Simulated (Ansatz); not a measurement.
System: pentane-3-selenol, C$_{5}$H$_{12}$Se (charge 0, singlet). 
Coordinates optimised at B3LYP-D3(BJ)/def2-TZVP (Ansatz, a quantum-chemistry and plane-wave program):
```xyz
18

C     -2.6213    -0.8198    -0.0032
C     -1.2700    -1.2889    -0.5290
C     -0.0563    -0.7119     0.1974
Se     0.0557     1.2723     0.0016
C      1.2458    -1.3994    -0.2093
C      2.4583    -1.0428     0.6422
H     -2.7305    -1.0588     1.0576
H     -3.4359    -1.3087    -0.5400
H     -2.7363     0.2581    -0.1158
H     -1.1850    -1.0680    -1.5973
H     -1.2105    -2.3797    -0.4393
H     -0.1982    -0.8194     1.2769
H      0.2392     1.2240    -1.4595
H      1.4495    -1.1837    -1.2626
H      1.0719    -2.4800    -0.1493
H      2.2782    -1.2788     1.6941
H      3.3358    -1.6061     0.3205
H      2.6903     0.0198     0.5738
```

Parts of the frozen-core correlation energy in cc-pVQZ (Ansatz, hartree). Frozen orbitals: 19; correlated occupied orbitals by spin: 19 and 19; virtual: 665 and 665. Spin-orbit coupling is left out. No relativistic terms.

```tsv
term	value
reference (HF)	-2596.29706
MP2 opposite-spin	-0.87446
MP2 same-spin	(withheld)
CCSD correlation	(withheld)
(T)	(withheld)
T1 diagnostic	0.010
largest doubles amplitude	0.026
```

Task: Some entries are withheld; supply them.

Result: 
- MP2 same-spin, value: -0.24145
- CCSD correlation, value: -1.17297
- (T), value: -0.05070
